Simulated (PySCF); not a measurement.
Nuclear quadrupole coupling in `C=CCOc1ccc(O)cc1`

C₉H₁₀O₂.
Z-matrix (Å and degrees, GFN2-xTB geometry), rows numbered from 1:
```
C 
C   1  1.3192
C   2  1.5024  1  124.53
O   3  1.4119  2  113.40  1  -148.18
C   4  1.3668  3  119.01  2    70.08
C   5  1.3877  4  125.35  3     0.18
C   6  1.3862  5  120.00  4   179.09
C   7  1.3856  6  120.83  5     0.32
O   8  1.3648  7  122.37  6  -179.97
C   8  1.3925  7  119.20  6     0.05
C  10  1.3764  8  120.09  7    -0.34
H   1  1.0783  2  121.88  3     1.22
H   1  1.0761  2  121.83  3  -178.18
H   2  1.0816  1  121.18  3   178.90
H   3  1.0987  2  111.10  1   -22.29
H   3  1.0972  2  108.95  1    96.76
H   6  1.0779  5  121.24  4    -1.37
H   7  1.0823  6  119.28  5  -179.67
H   9  0.9643  8  109.55  7     0.51
H  10  1.0779  8  118.84  7   179.88
H  11  1.0782  5  118.36  4     0.45
```

Field gradients from the PBE0/pcSseg-1 density (PySCF, non-relativistic), principal values in atomic units, ordered |Vxx| ≤ |Vyy| ≤ |Vzz|:

| atom | Vxx | Vyy | Vzz |
| --- | --- | --- | --- |
| O4 | -0.2760 | -1.6762 | 1.9522 |
| O9 | -0.1002 | -1.7090 | 1.8092 |

Find the asymmetry η = (Vxx − Vyy)/Vzz and the couplings χ = eQV/h (234.96 MHz × Q in barn × V in au), with Q(17O) = −0.0256 b.

```
atom         environment  nucleus     η  χzz (MHz)  χxx (MHz)  χyy (MHz)
  O4   aryl ether oxygen      17O  0.72     -11.74       1.66      10.08
  O9  phenol-type oxygen      17O  0.89     -10.88       0.60      10.28
```

The tensor is traceless: Vxx + Vyy + Vzz = 0.

What is Vzz at O9 in SI units (1 au = 9.71736 × 10²¹ V/m²)?

1.8092 au = 17.581 × 10²¹ V/m².

Were the hydrogens deuterons (Q(2H) = 0.00286 b), χzz would run from 191 kHz (H15) to 308 kHz (H19).

Geometry: GFN2-xTB, one conformer, isolated molecule. GFN2-xTB bond lengths can be off by several hundredths of an ångström, more for odd bonds, and the gradients follow them. The basis is small and wasn't made for field gradients, so the couplings can be 20 % off.
